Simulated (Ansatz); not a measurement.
`F[CH]([SiH3])[Al]([F])[Cl]` + HBr → `[F][Al]([Cl])[Br]` + `FC[SiH3]` at 600 K and 1 bar (ligand exchange at the Al–C bond).

Calculated with Ansatz (gas phase, PBE0-D4/def2-TZVP geometries, no zero-point term in ΔE). CBS: MP2 limit from def2 TZ/QZ plus the TZ coupled-cluster correction, frozen cores. For Br outer-core shells are correlated without core-valence functions, which leaves a few kJ/mol of doubt a bond. Scalar relativity is left out up to krypton. Each species was taken in one conformer, which may not be the lowest.

| species | CCSD(T)/CBS energy (Eh) | H − E (kJ/mol) | S (J/(mol·K)) |
| --- | --- | --- | --- |
| `F[CH]([SiH3])[Al]([F])[Cl]` | -1231.04760 | 198.8 | 513.6 |
| HBr | -2573.91920 | 33.5 | 219.1 |
| `[F][Al]([Cl])[Br]` | -3375.12363 | 53.0 | 380.5 |
| `FC[SiH3]` | -429.90570 | 185.9 | 352.4 |

H − E and S are ideal-gas, rigid-rotor, harmonic terms from PBE0-D4/def2-TZVP, for one conformer and one mirror image of each species. 1 Eh = 2625.50 kJ/mol, R = 8.31446 J/(mol·K).

By hand: ΔE, ΔH, ΔS and ΔG.

ΔE = (-3375.12363) + (-429.90570) − (-1231.04760) − (-2573.91920) = -0.06253 Eh = -164.2 kJ/mol. Δ(H − E) = 53.0 + 185.9 − 198.8 − 33.5 = 6.6, so ΔH = -157.6 kJ/mol. ΔS = 380.5 + 352.4 − 513.6 − 219.1 = 0.2 J/(mol·K). ΔG = -157.6 − 600 × (0.2)/1000 = -157.7 kJ/mol.

By hand: the equilibrium constant, and the temperature at which ΔG would vanish if ΔH and ΔS stayed fixed.

log₁₀ K = −ΔG/(RT ln 10) = 13.7. ΔH and −TΔS have one sign here, so there is no such temperature. One of them is within its doubt of zero, so this could turn.

The number of gas molecules stays the same, so ΔS is small and ΔH decides. A doubt of 5 kJ/mol in ΔE shifts log₁₀ K by 0.4 here. Other conformers and mirror images would add mixing entropy, several J/(mol·K) or more a flexible species. Modes under 60 cm⁻¹, often nearly free rotors, make the harmonic entropy too high. These are equilibria of isolated gas molecules and say nothing of rates. Largest T1 diagnostic: 0.012 (customary marks: 0.02 for closed shells, 0.045 for open ones).
